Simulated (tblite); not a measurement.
Isomers of C3H6NO3S (doublet state). Computed with GFN2-xTB (tblite): harmonic, unscaled wavenumbers at the GFN2-xTB geometry, gas phase. Against measured fundamentals such values can be off by several per cent, at times by over 20. One conformer each. Open shells enter through the occupations alone, without spin polarisation, and single modes of such species can be off by tens of per cent.

Electronic energies: GFN2-xTB at the same geometries; isomer energies are rough at this level and their order can be wrong.

```csv
SMILES,"electronic energy, lowest = 0 (kcal/mol)"
CS(=O)(=O)[CH]C(N)=O,0.0
CS(=O)(=O)CC([NH])=O,10.9
[CH2]S(=O)(=O)CC(N)=O,7.8
```

How do GFN2-xTB zero-point energies change the relative energies?

| SMILES | ZPE (kcal/mol) | of it from modes above 1550 cm⁻¹ | electronic (kcal/mol) | with ZPE, lowest = 0 (kcal/mol) | lowest mode (cm⁻¹) | rings |
| --- | --- | --- | --- | --- | --- | --- |
| CS(=O)(=O)[CH]C(N)=O | 59.3 | 29.7 | 0.0 | 0.0 | 33 | 0 |
| [CH2]S(=O)(=O)CC(N)=O | 59.3 | 30.2 | 7.8 | 7.8 | 66 | 0 |
| CS(=O)(=O)CC([NH])=O | 59.2 | 26.8 | 10.9 | 10.8 | 12 | 0 |

The zero-point energies span 0.1 kcal/mol, from `CS(=O)(=O)CC([NH])=O` to `[CH2]S(=O)(=O)CC(N)=O`. The order is unchanged.
